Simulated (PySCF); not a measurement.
**Atomic charges by several schemes**

Species: C₆H₆NO₂P.
Cartesian coordinates in Å at the GFN2-xTB level; atoms count from 1:
```xyz
16
C6H6NO2P angstrom
C      3.0663    0.2496    0.3232
O      1.6685    0.4892    0.2483
C      0.8878   -0.5965    0.2698
O      1.3143   -1.7221    0.3433
C     -0.5623   -0.2608    0.1901
C     -0.9874    1.0658    0.1049
N     -2.2454    1.4519    0.0347
C     -3.2402    0.5993    0.0383
P     -3.1822   -1.1488    0.1277
C     -1.4577   -1.3196    0.2064
H      3.5484    1.2085    0.1529
H      3.3683   -0.4757   -0.4349
H      3.3305   -0.1417    1.3079
H     -0.2585    1.8644    0.0932
H     -4.2213    1.0622   -0.0237
H     -1.0370   -2.3168    0.2741
```

Density: PBE0/pcSseg-1 (PySCF); schemes: Mulliken, IAO, Hirshfeld and ESP-fitted. Geometry: GFN2-xTB, one conformer, isolated molecule.

**Question.** Tabulate the Mulliken, IAO, Hirshfeld and ESP-fitted charges.

**Answer.** In e:

```csv
atom,environment,Mulliken,IAO,Hirshfeld,ESP-fitted
C1,methoxy carbon,-0.023,-0.214,-0.032,-0.294
O2,ester single-bonded oxygen,-0.484,-0.335,-0.087,-0.292
C3,ester carbonyl carbon,+0.635,+0.512,+0.207,+0.879
O4,ester carbonyl oxygen,-0.412,-0.464,-0.246,-0.544
C5,substituted aromatic carbon,-0.421,-0.076,-0.022,-0.794
C6,aromatic CH next to a ring nitrogen,+0.275,+0.013,+0.028,+0.686
N7,pyridine-type nitrogen,-0.370,-0.249,-0.148,-0.738
C8,aromatic CH next to a ring nitrogen,-0.170,-0.216,-0.029,+0.461
P9,phosphorus bonded to 2 C,+0.443,+0.351,+0.106,-0.287
C10,aromatic CH carbon,-0.240,-0.329,-0.082,+0.339
H11,methyl hydrogen,+0.130,+0.166,+0.058,+0.165
H12,methyl hydrogen,+0.125,+0.157,+0.049,+0.148
H13,methyl hydrogen,+0.122,+0.154,+0.052,+0.147
H14,aromatic hydrogen,+0.113,+0.175,+0.048,-0.007
H15,aromatic hydrogen,+0.139,+0.167,+0.047,+0.048
H16,aromatic hydrogen,+0.137,+0.189,+0.050,+0.082
```

Mean size of the charges over all atoms: ESP-fitted 0.369 e, Mulliken 0.265 e, IAO 0.235 e, Hirshfeld 0.081 e. Each set sums to the total charge, 0, to within 0.001 e. The Hirshfeld scheme weights the molecular density at each point by an atom's share of the summed free-atom densities. The Mulliken scheme counts on each atom the diagonal of the density matrix times the overlap matrix over that atom's basis functions.

Lowest charge. The schemes don't all agree: Mulliken O2 (-0.484); IAO O4 (-0.464); Hirshfeld O4 (-0.246); ESP-fitted C5 (-0.794).

Highest charge. All schemes agree: Mulliken C3 (+0.635); IAO C3 (+0.512); Hirshfeld C3 (+0.207); ESP-fitted C3 (+0.879).

**Question.** How many electrons does the IAO scheme count on C8?

**Answer.** Z − q = 6 − (-0.216) = 6.216.

**Question.** Sum the charges by element, for elements with more than one atom.

**Answer.** 
```csv
element,atoms,Mulliken,IAO,Hirshfeld,ESP-fitted
C,6,+0.057,-0.311,+0.070,+1.278
O,2,-0.896,-0.799,-0.333,-0.836
H,6,+0.766,+1.008,+0.305,+0.583
```
